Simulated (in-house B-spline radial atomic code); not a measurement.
A run on Ru+ (an excited or competing configuration) that did not converge. Method: non-relativistic wB97X, spin-polarised, spherical fractional occupations, point nucleus; computed with an all-electron radial atomic-structure program (B-spline basis).

Command:
```bash
python run_scf.py task.json out
```
Settings:
```
Z                44
configuration    [Ar] 3d9 4s2 4p6 4d7 4f1
hamiltonian      nr
method           wb97x
spin_polarised   True
```

First and last ten iterations of the last attempt (damped for 15 steps, keeping 80 % of the old Fock matrix, then DIIS):
```
 iter        energy (Eh)    residual
    1       -4419.526720    5.58e-01
    2       -4423.886273    4.43e-01
    3       -4427.751678    2.85e-01
    4       -4429.988354    1.85e-01
    5       -4431.300508    1.13e-01
    6       -4431.819166    7.29e-02
    7       -4431.979004    5.37e-02
    8       -4432.043519    3.93e-02
    9       -4432.072094    2.86e-02
   10       -4432.085168    2.09e-02
  111       -4432.098011    1.74e-04
  112       -4432.098013    2.41e-04
  113       -4432.098010    8.90e-05
  114       -4432.098010    1.03e-04
  115       -4432.098010    1.19e-04
  116       -4432.098010    1.19e-04
  117       -4432.098011    1.40e-04
  118       -4432.098006    1.78e-04
  119       -4432.098009    7.96e-05
  120       -4432.098009    7.22e-05
 not converged after 120 iterations
```

The smallest residual met was 5.9e-05; the threshold is about 4e-07. Over the last five steps the energy moves by less than 9e-06 hartree, but the orbitals didn't meet the threshold. Cost of the run: 11 s on 1 thread of Intel(R) Xeon(R) 6975P-C, with other jobs on the host.
